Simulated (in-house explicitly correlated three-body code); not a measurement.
Computed with an exponentially correlated three-body code. Model: two electrons around a point charge, non-relativistic, variational in 260 exponentially correlated functions (energies converged to about 1e-7 hartree, or 1e-8 relative for large Z).

For two electrons in a singlet the Kohn-Sham orbital is the square root of half the density, so the exact Kohn-Sham potential and energy parts follow from the density alone, and exchange is minus half the Hartree energy. The Kohn-Sham level equals minus the binding energy of the second electron.

Command:
```bash
python run_hyl.py task.json out
```
Settings (lengths in bohr, energies in hartree):
```
Z                      1.005
interaction_strength   1
functions              260
states_tried           1
```

Cost of the run: 9.2 s on 1 thread of Arm Neoverse V1 (shared host).

**Ground state only, binding against the one-electron ion.**

Given: nuclear charge 1.005.

Computed: one-electron threshold -0.5050125 hartree.

```
term  energy (hartree)  binding (eV)
1 1S        -0.5346101       0.80539
```

**Exact Kohn-Sham parts of the ground state from its density.**

Computed: total energy -0.5346101 hartree; Kohn-Sham kinetic 0.50663 hartree; Hartree energy 0.76924 hartree; exchange energy -0.38462 hartree; kinetic part of the DFT correlation energy 0.027977 hartree; potential part of the DFT correlation energy -0.069851 hartree; exact minus restricted Hartree-Fock -0.039798 hartree; Kohn-Sham level -0.80539 eV.

Question: What is the restricted Hartree-Fock level?

Answer: -1.3077 eV.

Question: What is the DFT correlation energy?

Answer: -0.041874 hartree.

**Functionals on the exact density and self-consistent, errors are functional minus exact, hybrids only self-consistent, a dash where a self-consistent run leaves the top level unbound.**

| result | exchange error (millihartree) | correlation error (millihartree) | functional driven error (millihartree) | self consistent total error (millihartree) | top level plus exact binding (eV) |
| --- | --- | --- | --- | --- | --- |
| OLYP | -13.288 | 11.826 | -1.4617 | - | - |
| M06-L | -9.4432 | 11.839 | 2.3953 | - | - |
| PBEsol | ? | ? | ? | - | - |
| LDA VWN5 | 44.986 | -30.298 | 14.688 | - | - |
| LDA PW92 | 44.986 | -30.306 | 14.68 | - | - |
| SCAN | -11.091 | 11.919 | 0.82812 | - | - |
| r2SCAN | -11.091 | 11.919 | 0.82812 | - | - |
| PBE | -10.178 | 11.213 | 1.0353 | - | - |
| RPBE | -17.756 | 11.213 | -6.5423 | - | - |
| AM05 | ? | ? | ? | - | - |
| revTPSS | -10.391 | 5.7216 | -4.6698 | - | - |
| BLYP | -13.915 | 11.826 | -2.0887 | - | - |
| TPSS | -11.585 | 9.5053 | -2.0798 | - | - |
| PW91 | -11.33 | 9.6666 | -1.6634 | - | - |
| wB97X | - | - | - | -1.3432 | -0.53933 |
| BP86 | -13.915 | 3.4193 | -10.495 | - | - |

Question: What belongs in the row PBEsol?

Answer: exchange error (millihartree): 9.5827; correlation error (millihartree): 3.6421; functional driven error (millihartree): 13.225.

Question: What belongs in the row AM05?

Answer: exchange error (millihartree): 31.484; correlation error (millihartree): -20.488; functional driven error (millihartree): 10.995.

**Density and exact potentials over r, pair density (one pair, times 4 pi r12^2) and exact minus Kohn-Sham pair density over r12.**

```json
{"radius (bohr)": "0.212", "radial density (electrons/bohr)": "0.12406", "exchange potential (hartree)": "-0.67574", "intracule density (1/bohr)": "0.0019161", "Coulomb hole against Kohn-Sham (1/bohr)": "-0.005535", "correlation potential (hartree)": "-0.069"}
{"radius (bohr)": "0.256", "radial density (electrons/bohr)": "0.16593", "exchange potential (hartree)": "-0.67063", "intracule density (1/bohr)": "0.0028747", "Coulomb hole against Kohn-Sham (1/bohr)": "-0.007878", "correlation potential (hartree)": "-0.065"}
{"radius (bohr)": "0.308", "radial density (electrons/bohr)": "0.217", "exchange potential (hartree)": "-0.66384", "intracule density (1/bohr)": "0.0042896", "Coulomb hole against Kohn-Sham (1/bohr)": "-0.01105", "correlation potential (hartree)": "-0.06"}
{"radius (bohr)": "0.371", "radial density (electrons/bohr)": "0.27863", "exchange potential (hartree)": "-0.65472", "intracule density (1/bohr)": "0.0064283", "Coulomb hole against Kohn-Sham (1/bohr)": "-0.01537", "correlation potential (hartree)": "-0.053"}
{"radius (bohr)": "0.447", "radial density (electrons/bohr)": "0.34948", "exchange potential (hartree)": "-0.64269", "intracule density (1/bohr)": "0.0096438", "Coulomb hole against Kohn-Sham (1/bohr)": "-0.02109", "correlation potential (hartree)": "-0.045"}
{"radius (bohr)": "0.538", "radial density (electrons/bohr)": "?", "exchange potential (hartree)": "?", "intracule density (1/bohr)": "?", "Coulomb hole against Kohn-Sham (1/bohr)": "?", "correlation potential (hartree)": "?"}
{"radius (bohr)": "0.648", "radial density (electrons/bohr)": "0.50254", "exchange potential (hartree)": "-0.60764", "intracule density (1/bohr)": "0.021489", "Coulomb hole against Kohn-Sham (1/bohr)": "-0.03719", "correlation potential (hartree)": "-0.021"}
{"radius (bohr)": "0.78", "radial density (electrons/bohr)": "0.57091", "exchange potential (hartree)": "-0.58351", "intracule density (1/bohr)": "0.031737", "Coulomb hole against Kohn-Sham (1/bohr)": "-0.0471", "correlation potential (hartree)": "-0.006"}
{"radius (bohr)": "0.94", "radial density (electrons/bohr)": "0.62157", "exchange potential (hartree)": "-0.55431", "intracule density (1/bohr)": "0.04637", "Coulomb hole against Kohn-Sham (1/bohr)": "-0.057", "correlation potential (hartree)": "0.01"}
{"radius (bohr)": "1.13", "radial density (electrons/bohr)": "0.64435", "exchange potential (hartree)": "-0.52073", "intracule density (1/bohr)": "0.066102", "Coulomb hole against Kohn-Sham (1/bohr)": "-0.06463", "correlation potential (hartree)": "0.026"}
{"radius (bohr)": "1.36", "radial density (electrons/bohr)": "0.63379", "exchange potential (hartree)": "-0.48261", "intracule density (1/bohr)": "0.091855", "Coulomb hole against Kohn-Sham (1/bohr)": "-0.06722", "correlation potential (hartree)": "0.04"}
{"radius (bohr)": "1.64", "radial density (electrons/bohr)": "0.5886", "exchange potential (hartree)": "-0.4406", "intracule density (1/bohr)": "0.12324", "Coulomb hole against Kohn-Sham (1/bohr)": "-0.06142", "correlation potential (hartree)": "0.051"}
{"radius (bohr)": "1.98", "radial density (electrons/bohr)": "0.51479", "exchange potential (hartree)": "-0.39613", "intracule density (1/bohr)": "0.15732", "Coulomb hole against Kohn-Sham (1/bohr)": "-0.04513", "correlation potential (hartree)": "0.056"}
{"radius (bohr)": "2.38", "radial density (electrons/bohr)": "0.42679", "exchange potential (hartree)": "-0.35207", "intracule density (1/bohr)": "0.1873", "Coulomb hole against Kohn-Sham (1/bohr)": "-0.02056", "correlation potential (hartree)": "0.053"}
{"radius (bohr)": "2.87", "radial density (electrons/bohr)": "0.33395", "exchange potential (hartree)": "-0.30809", "intracule density (1/bohr)": "0.20625", "Coulomb hole against Kohn-Sham (1/bohr)": "0.007238", "correlation potential (hartree)": "0.043"}
{"radius (bohr)": "3.45", "radial density (electrons/bohr)": "0.24917", "exchange potential (hartree)": "-0.26698", "intracule density (1/bohr)": "0.20572", "Coulomb hole against Kohn-Sham (1/bohr)": "0.02858", "correlation potential (hartree)": "0.03"}
{"radius (bohr)": "4.16", "radial density (electrons/bohr)": "0.17514", "exchange potential (hartree)": "-0.22832", "intracule density (1/bohr)": "0.18239", "Coulomb hole against Kohn-Sham (1/bohr)": "0.03697", "correlation potential (hartree)": "0.017"}
{"radius (bohr)": "5.01", "radial density (electrons/bohr)": "0.11577", "exchange potential (hartree)": "-0.19368", "intracule density (1/bohr)": "0.14125", "Coulomb hole against Kohn-Sham (1/bohr)": "0.03141", "correlation potential (hartree)": "0.008"}
{"radius (bohr)": "6.03", "radial density (electrons/bohr)": "0.070829", "exchange potential (hartree)": "-0.16317", "intracule density (1/bohr)": "0.094155", "Coulomb hole against Kohn-Sham (1/bohr)": "0.01855", "correlation potential (hartree)": "0.003"}
{"radius (bohr)": "7.27", "radial density (electrons/bohr)": "0.039044", "exchange potential (hartree)": "-0.13648", "intracule density (1/bohr)": "0.053109", "Coulomb hole against Kohn-Sham (1/bohr)": "0.006643", "correlation potential (hartree)": "0.001"}
{"radius (bohr)": "8.75", "radial density (electrons/bohr)": "0.019162", "exchange potential (hartree)": "-0.11391", "intracule density (1/bohr)": "0.025514", "Coulomb hole against Kohn-Sham (1/bohr)": "0.0002979", "correlation potential (hartree)": "0"}
{"radius (bohr)": "10.5", "radial density (electrons/bohr)": "0.0082435", "exchange potential (hartree)": "-0.095119", "intracule density (1/bohr)": "0.010547", "Coulomb hole against Kohn-Sham (1/bohr)": "-0.001357", "correlation potential (hartree)": "0"}
{"radius (bohr)": "12.7", "radial density (electrons/bohr)": "?", "exchange potential (hartree)": "?", "intracule density (1/bohr)": "?", "Coulomb hole against Kohn-Sham (1/bohr)": "?", "correlation potential (hartree)": "?"}
{"radius (bohr)": "15.3", "radial density (electrons/bohr)": "0.00081003", "exchange potential (hartree)": "-0.065354", "intracule density (1/bohr)": "0.00096967", "Coulomb hole against Kohn-Sham (1/bohr)": "-0.0004227", "correlation potential (hartree)": "0"}
```

Question: What belongs in the row 0.538?

Answer: radial density (electrons/bohr): 0.42579; exchange potential (hartree): -0.62725; intracule density (1/bohr): 0.014414; Coulomb hole against Kohn-Sham (1/bohr): -0.02835; correlation potential (hartree): -0.034.

Question: What belongs in the row 12.7?

Answer: radial density (electrons/bohr): 0.002849; exchange potential (hartree): -0.078711; intracule density (1/bohr): 0.0035037; Coulomb hole against Kohn-Sham (1/bohr): -0.001001; correlation potential (hartree): 0.

The correlation energy of density-functional theory lies 2.1 millihartree below exact minus Hartree-Fock, because the Hartree-Fock density, unlike the exact one, minimises the Hartree-Fock energy.
